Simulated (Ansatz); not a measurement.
Breaking a bond: GeH, doublet.

Levels: UKS-PBE = unrestricted PBE/aug-cc-pVTZ in Ansatz (an electronic-structure program); FCI = full CI/aug-cc-pVTZ, cores with 3d frozen run with Ansatz.

Energies relative to the lowest point of each curve between 1.31 and 1.91 Å, where full CI is lowest, in kcal/mol; the last columns give the error against full CI:

```tsv
R / Å	UKS-PBE	FCI	UKS-PBE − FCI
1.09	93.3	95.2	-1.9
1.17	57.6	58.4	-0.9
1.26	31.2	31.3	-0.1
1.31	21.1	21.0	0.2
1.37	12.3	12.0	0.3
1.42	7.2	6.9	0.4
1.49	2.7	2.4	0.3
1.52	1.5	1.2	0.3
1.58	0.2	0.1	0.1
1.62	0.0	0.0	0.0
1.71	1.1	1.4	-0.3
1.78	3.0	3.5	-0.5
1.91	8.1	9.1	-0.9
2.05	14.9	16.2	-1.2
2.19	22.3	23.6	-1.3
2.42	34.3	35.2	-1.0
2.65	45.1	45.1	-0.1
3.00	56.5	55.9	0.6
3.31	61.9	61.5	0.4
3.78	65.5	65.1	0.4
4.39	66.6	66.4	0.2
5.14	66.8	66.8	0.1
```

UKS-PBE is furthest from FCI at 1.09 (-1.9 kcal/mol, below); its mean absolute error over the points is 0.5 kcal/mol.

The unrestricted determinant behind UKS-PBE is spin-contaminated at 3.00 to 5.14 Å (<S²> up to 1.8, against 0.75 for a pure doublet).
